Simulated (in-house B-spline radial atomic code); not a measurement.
Configurations of Ba⁵⁺, with energies counted from [Kr] 4d10 5s2 5p3. Computed with a radial B-spline atomic code at the basis-set limit: scalar-relativistic (X2C) B97-1, spin-polarised, spherical fractional occupations, exact exchange averaged over the configuration, Fermi nucleus of rms radius 4.8378 fm. Shells without spins written out take the highest spin.

Occupations are held fixed; configurations that lie above the ionisation limit could autoionise.

| configuration | E - E(ref) (eV) | highest orbital | its <r> (bohr) |
| --- | --- | --- | --- |
| [Kr] 4d10 5s1 5p3 5d1 | 36.613 | 5d up | 2.099 |
| [Kr] 4d10 5s1 5p3 5f1 | 58.838 | 5f up | 3.167 |
| [Kr] 4d9 5s2 5p4 | 81.54 | 5p down | 1.703 |
| [Ar] 3d10 4s2 4p5 4d10 5s2 5p3 6p1 | 213.37 | 6p up | 3.314 |
| [Ar] 3d9 4s2 4p6 4d10 5s2 5p3 6p1 | 812.77 | 6p up | 3.298 |
| [Ar] 3d9 4s2 4p6 4d10 5s2 5p3 5f1 | 819.4 | 5f up | 3.031 |

Problem. Order these further configurations by energy, lowest first.
A. [Kr] 4d9 4f1 5s2 5p3
B. [Ar] 3d9 4s2 4p6 4d10 5s2 5p3 5d1
C. [Kr] 4d10 5s2 5p2 5f1
D. [Ar] 3d10 4s2 4p5 4d10 5s2 5p3 6d1
E. [Kr] 4d9 5s2 5p3 6s1

Solution. C (45.055 eV), A (93.558 eV), E (112.51 eV), D (221.74 eV), B (796.69 eV).

Problem. How far above the reference does [Kr] 4d10 5s1 5p3 6p1 lie?

Solution. 51.767 eV; its least bound orbital is 6p up with <r> = 3.351 bohr.
